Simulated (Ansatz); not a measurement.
The same path of C₂H₈OSSi₃ (15 atoms, charge 0, multiplicity 1) was run 3 times with different band settings. The coordinate that changes most is the dihedral H8–C1–Si2–Si3.

Level of theory: RKS BLYP/STO-3G (Ansatz).

Relaxed end points:

```xyz
15
Properties=species:S:1:pos:R:3
C 1.119 -1.393 2.204
Si 0.240 -1.599 0.535
Si 0.391 0.297 -0.757
O -0.464 0.188 -2.301
Si -1.394 1.669 -2.120
C -0.635 1.893 -0.359
S -0.809 2.922 0.893
H 2.192 -1.164 2.073
H 1.047 -2.320 2.803
H 0.674 -0.576 2.801
H -1.156 -1.937 0.786
H 0.832 -2.735 -0.163
H 1.818 0.585 -0.990
H -2.839 1.438 -2.250
H -1.038 2.680 -3.124
```

```xyz
15
Properties=species:S:1:pos:R:3
C 1.120 -1.398 2.214
Si 0.150 -1.586 0.593
Si 0.376 0.256 -0.764
O -0.513 0.140 -2.289
Si -1.349 1.679 -2.150
C -0.555 1.919 -0.406
S -0.658 2.995 0.814
H 0.767 -0.531 2.802
H 2.200 -1.258 2.028
H 1.005 -2.298 2.846
H -1.252 -1.816 0.918
H 0.627 -2.781 -0.096
H 1.811 0.462 -1.031
H -2.806 1.533 -2.259
H -0.944 2.633 -3.190
```

Common settings: climbing image yes; spring 5.0 eV/Å²; optimiser quadratic models (default); force threshold 0.05 eV/Å; end points relaxed.

| run | movable images | start path | iteration limit |
| --- | --- | --- | --- |
| 1 | 7 | through a guess of the saddle point | 34 |
| 2 | 7 | straight line | 32 |
| 3 | 2 | through a guess of the saddle point | 60 |

Question: What does each run give, and how far can it be trusted?

Answer: Run 1: converged after 7 iterations, highest image 0.055 eV above the first end. A vibrational analysis at the climbing image gives one clearly imaginary mode, 146i cm⁻¹: a first-order saddle point.
Run 2: converged after 9 iterations, highest image 0.053 eV above the first end. Another band between the same ends (7 images) ends at a top of the same energy, where a vibrational analysis finds 1 clearly imaginary mode.
Run 3: converged after 8 iterations, highest image 0.054 eV above the first end. Another band between the same ends (7 images) ends at a top of the same energy, where a vibrational analysis finds 1 clearly imaginary mode. So few images can step over the top or miss a turn of the path.
Limits of this set-up: minimal basis.
